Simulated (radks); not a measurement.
Os71+, 5 electrons, occupied as [He] 2s2 2p1.

Method: scalar-relativistic Kohn-Sham, SCAN, spin-polarised, spherical densities, finite nucleus; open shells are filled with parallel spins first (spin-orbit coupling, left out, can overturn this in heavy ions); meta-GGA in the generalised Kohn-Sham scheme; Fermi nuclear charge, rms radius 5.4126 fm; computed with a radial shooting solver on a logarithmic mesh with Libxc functionals.

Energy parts (hartree):
part                       energy
total                  -8469.7491
kinetic                 9977.3265
electron-nucleus      -18641.9211
Hartree                  275.8517
exchange-correlation     -81.0062

Orbitals (lengths in bohr, moments of r in powers of bohr; r(max) is where P^2 peaks; r(90%) holds 90 % of the orbital's charge):
| orbital | occ. | eigenvalue (hartree) | <r^2> | r(90%) | r(max) |
|---|---|---|---|---|---|
| 1s up | 1 | -3027.408 | 0.0004304 | 0.0322 | 0.01101 |
| 1s down | 1 | -3026.210 | 0.0004299 | 0.0322 | 0.01101 |
| 2s up | 1 | -742.3035 | 0.006132 | 0.111 | 0.06190 |
| 2s down | 1 | -740.2595 | 0.006148 | 0.111 | 0.06196 |
| 2p up | 1 | -686.6268 | 0.004976 | 0.104 | 0.05047 |

The highest occupied level is 2p up at -18684.1 eV. The spin density at the nucleus is -57.7 e/bohr^3 (1s -571.4, 2s 513.7). The density falls to 0.001 e/bohr^3 at r = 0.28 bohr.

Empty levels of this run are not shown, since the potential may be unsettled where no density lies.
